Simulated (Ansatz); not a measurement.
Input for Ansatz (a program for electronic structure): R-B3LYP/def2-TZVPP on H3OSb (SMILES [OH][SbH2]), atoms moved off the minimum. Elements past Kr take the def2 small-core potentials; no spin–orbit coupling.

Ansatz 0.2 input:
```yaml
crystal:
  periodic: [false, false, false]
  atoms:
    - {symbol: Sb, position_ang: [-0.14914198, -0.20216314, 0.18117097]}
    - {symbol: H, position_ang: [-1.58337651, -0.01718041, -0.76969574]}
    - {symbol: H, position_ang: [0.35500798, -1.50630452, -0.79610152]}
    - {symbol: O, position_ang: [0.87579515, 1.16340065, -0.88048526]}
    - {symbol: H, position_ang: [1.36083723, 1.80365421, -0.25815158]}
basis:
  gaussian:
    orbitals: def2-TZVPP
hamiltonian:
  xc: {name: B3LYP}
scf: {lower_state_search: off}
output: {forces: true}
```

The log:

```
WARN ansatz: RAYON_NUM_THREADS=1 ignored (pool sized by the plan → 1); use --threads N
Functional definition: B3LYP
these checks for a lower state are left out or cut short: stability, starts, cluster_reference, orbital_swaps, neighbouring_geometries, increment
integrals: 0.03 GiB planned
764 factors; their error is unknown
mean field: 0.35 GiB planned
mean field evaluation 1: about -8630.4746 eV, gradient 5.9e1 eV
mean field evaluation 2: about -8573.1499 eV, gradient 1.6e2 eV
mean field evaluation 4: about -8636.4185 eV, gradient 7.7e0 eV
mean field evaluation 8: about -8636.5293 eV, gradient 1.3e-1 eV
mean field evaluation 16: about -8636.6694 eV, gradient 5.9e-4 eV
mean field -8636.66937739 eV, -317.3917454743 hartree, gradient 5.1e-6 eV, S^2 0.000000; 0 other end points of the search recorded, 0 dependent functions left out
the calculation of the forces begins
reference -8636.66959996 eV, -317.3917536535 hartree; 17, 17 occupied and 106, 106 virtual orbitals, 764 factors
Total energy: -8636.66959996 eV, -317.3917536535 hartree
Atom 0 at    -0.149142    -0.202163     0.181171 Å, force    -0.015183     0.406844    -0.116510 eV/Å
Atom 1 at    -1.583377    -0.017180    -0.769696 Å, force     0.109425    -0.040715     0.091977 eV/Å
Atom 2 at     0.355008    -1.506305    -0.796102 Å, force     0.050675    -0.142844    -0.111950 eV/Å
Atom 3 at     0.875795     1.163401    -0.880485 Å, force     1.014832     1.310193     1.523992 eV/Å
Atom 4 at     1.360837     1.803654    -0.258152 Å, force    -1.159749    -1.533477    -1.387510 eV/Å
Dipole moment:    -0.017441    -0.042643     0.429611 e Å
Checks for a lower state left out: stability, starts, cluster_reference, orbital_swaps, neighbouring_geometries, increment
```

Self-consistency was reached.

Cost: around 1.8 core-seconds (rough).
